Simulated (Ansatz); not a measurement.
CH4AlNSZn. Total charge 0; spin multiplicity 1.

Cartesian coordinates in Å:
```
C 0.9221 -0.3271 1.3296
Al -0.3724 0.0369 -0.0740
N -0.1481 0.3587 -1.8233
Zn -1.9999 0.5283 -1.9487
S -2.5960 0.1680 0.1500
H 1.6252 -1.1048 1.0194
H 0.4342 -0.6507 2.2510
H 1.5060 0.5703 1.5536
H 0.6289 0.4205 -2.4575
```

Problem. What are the harmonic wavenumbers in cm⁻¹ at PBE0-D4/def2-TZVP (Ansatz, finite differences of forces, unscaled)? (An estimate is asked.)

Solution. The calculation gave: 31i, 102, 143, 227, 263, 330, 411, 452, 580, 655, 659, 698, 799, 831, 1211, 1440, 1444, 3047, 3126, 3144, 3680.
